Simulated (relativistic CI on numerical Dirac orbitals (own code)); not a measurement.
# V3+ in a cubic cluster: 3s photoemission with charge transfer

Computed with a charge-transfer multiplet model of a cubic metal-ligand cluster with up to 2 ligand holes, Slater and spin-orbit integrals from Dirac-Coulomb-Breit ions, Slater integrals scaled by 0.8. The ground state mixes d2 with configurations of k ligand holes L, whose averages lie at kΔ + k(k − 1)U_dd/2; a core hole lowers each added d electron by U_cd. 300 K, Lorentzian 1.4 eV and Gaussian 0.8 eV FWHM.

Atomic integrals in eV (Slater integrals scaled, ζ unscaled), ground: F2dd 8.057, F4dd 5.049, zeta_d 0.024; with the core hole: F2dd 8.913, F4dd 5.621, zeta_d 0.030, G2cd 8.943.

Cluster parameters (eV): Δ = 6, U_cd = 6.4, 10Dq = 0.3, 10Dq(ligand) = 1.3, V(eg) = 3.4, V(t2g) = -1.52, final-state hopping factor = 0.9.

| Case | n_d | d2 | d3L | d4L2 | S |
| --- | --- | --- | --- | --- | --- |
| U_dd = 3.3 eV | 2.59 | 0.49 | 0.42 | 0.08 | 1.00 |
| U_dd = 5.4 eV | 2.56 | 0.51 | 0.42 | 0.07 | 1.00 |
| U_dd = 6.1 eV | 2.55 | 0.52 | 0.42 | 0.07 | 1.00 |

Weights, n_d and S are thermal averages at 300 K. Binding energies count from the first peak over 30 % of the highest in each spectrum, which can be another peak from case to case. The parameters are a model scan and need not match a compound or its usual spin state. Peaks in eV (height, largest 100):
- U_dd = 3.3 eV: 0.0 (100), 5.4 (52), 8.2 (14), 10.4 (9), 12.0 (9), 16.9 (6)
- U_dd = 5.4 eV: 0.0 (100), 5.4 (51), 11.0 (8), 17.3 (6)
- U_dd = 6.1 eV: 0.0 (100), 5.4 (51), 11.2 (8), 17.3 (5)

Curve for U_dd = 6.1 eV (points under 2 left out, the grid thinned):

| E (eV) | Intensity |
| --- | --- |
| -3.3 | 5.7 |
| -2.8 | 7.8 |
| -2.3 | 11.3 |
| -1.8 | 17.9 |
| -1.3 | 31.3 |
| -0.8 | 58.6 |
| -0.3 | 92.9 |
| 0.2 | 94.7 |
| 0.7 | 61.6 |
| 1.2 | 33.8 |
| 1.7 | 20.4 |
| 2.3 | 13.8 |
| 2.8 | 11.8 |
| 3.3 | 12.0 |
| 3.8 | 15.1 |
| 4.3 | 23.2 |
| 4.8 | 38.3 |
| 5.3 | 50.6 |
| 5.8 | 43.9 |
| 6.3 | 29.7 |
| 6.8 | 21.0 |
| 7.3 | 15.2 |
| 7.8 | 11.9 |
| 8.3 | 11.1 |
| 8.8 | 10.7 |
| 9.3 | 9.1 |
| 9.8 | 7.4 |
| 10.3 | 7.2 |
| 10.8 | 7.9 |
| 11.3 | 8.1 |
| 11.8 | 7.7 |
| 12.3 | 7.2 |
| 12.8 | 6.5 |
| 13.3 | 5.2 |
| 13.9 | 3.8 |
| 14.4 | 3.1 |
| 14.9 | 2.6 |
| 15.4 | 2.4 |
| 15.9 | 2.7 |
| 16.4 | 3.6 |
| 16.9 | 4.8 |
| 17.4 | 5.4 |
| 17.9 | 4.4 |
| 18.4 | 3.0 |
| 18.9 | 2.1 |

For the case U_dd = 5.4 eV, Δ = 6 eV is larger than U_dd = 5.4 eV, the Mott-Hubbard side of the Zaanen-Sawatzky-Allen scheme. With the core hole the average of the configuration with one ligand hole lies at Δ − U_cd = -0.4 eV before mixing: the effective hopping of about 6.3 eV (from the holes of the mixed ground state) is comparable with this gap or larger, so the configurations mix strongly.

Without intra-shell correlation the exchange splitting of the 3s hole comes out too large.
